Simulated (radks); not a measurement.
Task: These are the eigenvalues of the occupied orbitals of an atom or ion with whole-number occupations (eV). All-electron calculation, Dirac Kohn-Sham, Slater X-alpha with alpha = 0.669, spin-unpolarised, spherical densities, point nucleus. Program: a radial shooting solver on a logarithmic mesh with Libxc functionals.

orbital  eigenvalue
1s1/2     -3138.620
2s1/2     -323.9137
2p1/2     -259.3951
2p3/2     -257.1619
3s1/2      -48.9110
3p1/2      -34.1420
3p3/2      -33.9167

Which element is it, and in what charge state? The configuration may be excited. Open shells, if any, fill j = l - 1/2 first.

Result: Z = 18, argon, charge +2: Ar2+ in [Ne] 3s2 3p4. The list shows which subshells hold electrons but not how many an open one holds; the 1s level, -115.34 hartree, gives Z - s = 15.2 by -(Z - s)^2/2, which with screening and relativity narrows Z to a few neighbours, and the depths of the outer levels then fix element, charge and occupations together.
